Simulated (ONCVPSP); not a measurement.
**Before and after: ONCV potential for Zr**

ONCVPSP 4.0.1 input, shortened (lines: element, Z, core and valence counts, functional; n l f; lmax; l rc ep ncon nbas qcut; lloc lpopt rc5 dvloc0; l nproj debl; icmod fcfact rcfact), PBE, scalar-relativistic:

```
  Zr 40.00    6    4        4      upf
    1    0    2.00
    2    0    2.00
    2    1    6.00
    3    0    2.00
    3    1    6.00
    3    2   10.00
    4    0    2.00
    4    1    6.00
    4    2    2.50
    5    0    1.50
    2
    0    1.65    0.00    4    8    6.00
    1    1.75    0.00    4    7    8.20
    2    2.65    0.00    3    8    6.70
    4    3    1.30    1.00
    0    2    1.00
    1    2    2.60
    2    2    4.00
    0    0.00    0.00
```

Change: p: rc 1.5.

Cutoffs: the cutoffs (Ha) at which the residual kinetic energy of the hardest occupied pseudo-wave falls to 1 and 0.1 mHa per electron; they do not see the model core or the augmentation charge, which bear on the density cutoff. Errors are all-electron minus pseudo energies relative to the spin-unpolarised reference configuration.

Problem. Predict the effect on cutoff, ghosts and configuration errors.

Solution. The potential gets harder (20 Ha and 27 Ha → 24 Ha and 29 Ha); the errors of the 4 common tests hardly move; neither file shows a bound ghost. A smaller radius makes the pseudo-wave follow the all-electron one further in, where it bends more sharply, so more plane waves are needed.

```tsv
quantity	base	changed
cutoff, loose	20 Ha	24 Ha
cutoff, tight	27 Ha	29 Ha
loose cutoff by channel	s 16 Ha, p 20 Ha, d 12 Ha	s 16 Ha, p 24 Ha, d 12 Ha
bound ghosts	none	none
GHOST(+) flags under 300 eV	s at 238.3 eV	s at 238.3 eV
error for 4s2 4p6 4d2 5s2, meV [ΔE -0.51 eV]	+1.6	+1.7
error for 4s2 4p6 4d2 5s1, meV [ΔE 6.62 eV]	+0.1	+0.1
error for 4s2 4p6 4d2 5s0, meV [ΔE 19.56 eV]	-3.1	-3.0
error for 4s2 4p6 4d2 5s1.5, meV [ΔE 2.37 eV]	+1.0	+1.0
s: phases at 1.67 bohr within 0.05 rad from the reference energy up to (Ha; the scan ends near 5)	to the end of the scan	to the end of the scan
d: phases at 2.70 bohr within 0.05 rad from the reference energy up to (Ha; the scan ends near 5)	1.1	1.1
```
